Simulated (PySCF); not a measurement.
**Spin–spin coupling constants**

Geometry:
```tsv
atom	x (Å)	y (Å)	z (Å)
C1	2.783	0.983	0.568
C2	1.929	0.338	0.002
C3	0.863	-0.410	-0.648
C4	-0.505	0.223	-0.430
C5	-1.118	0.113	0.972
C6	-2.201	-0.706	0.261
O7	-1.544	-0.571	-0.999
H8	3.552	1.548	1.061
H9	1.050	-0.478	-1.733
H10	0.839	-1.446	-0.268
H11	-0.503	1.248	-0.846
H12	-1.448	1.059	1.420
H13	-0.503	-0.434	1.700
H14	-3.209	-0.254	0.254
H15	-2.296	-1.761	0.571
```

Method: B3LYP/pcJ-1 (without the spin–dipole term)//PBE0-D3(BJ)/def2-SVP, PySCF 2.14.0 with density-fitted response routines; isolated molecule, single conformer, non-relativistic. Couplings are averaged over pairs made equivalent by symmetry, fast rotation or ring inversion, so a value needn't be that of the named pair in this geometry, while other rotamers aren't included; one pair stands for each set, and the list holds a selection of those of at least 1.5 Hz over up to four bonds, among pairs with at least one C or H atom (others weren't computed).

Isotopes: 13C, 1H, 17O. Couplings to quadrupolar nuclei such as 17O and 33S are rarely resolved in practice.

| pair | bonds | J (Hz) |
| --- | --- | --- |
| C1, C2 | 1 | ? |
| C1, H8 | 1 | 272.0 |
| C2, C3 | 1 | 73.4 |
| C3, C4 | 1 | ? |
| C3, H9 | 1 | 138.9 |
| C3, H10 | 1 | 138.7 |
| C4, C5 | 1 | 30.9 |
| C4, H11 | 1 | 157.9 |
| C5, C6 | 1 | 30.3 |
| C5, H12 | 1 | ? |
| C5, H13 | 1 | ? |
| C6, O7 | 1 | 17.0 |
| C6, H14 | 1 | ? |
| C6, H15 | 1 | 153.5 |
| C2, H9 | 2 | -11.1 |
| C3, H11 | 2 | ? |
| C4, C6 | 2 | -8.4 |
| C6, H12 | 2 | -3.2 |
| C6, H13 | 2 | -3.5 |
| O7, H11 | 2 | -7.6 |
| H12, H13 | 2 | ? |
| C1, H10 | 3 | 5.2 |
| C3, H12 | 3 | 4.9 |
| C4, H14 | 3 | 2.2 |
| C6, H11 | 3 | ? |
| C4, H8 | 4 | -2.6 |

Estimate the withheld couplings, with signs.

## Answers


- 1J(C1,C2) = 197.5 Hz (bond length 1.211 Å)
- 1J(C3,C4) = 39.0 Hz (bond length 1.524 Å)
- 1J(C5,H12) = 144.8 Hz (bond length 1.097 Å, sp3 carbon)
- 1J(C5,H13) = 143.2 Hz (bond length 1.099 Å, sp3 carbon)
- 1J(C6,H14) = 154.2 Hz (bond length 1.104 Å, sp3 carbon)
- 2J(C3,H11) = 2.8 Hz (angle at C4 109°)
- 2J(H12,H13) = -12.6 Hz (angle at C5 109°)
- 3J(C6,H11) = 1.9 Hz
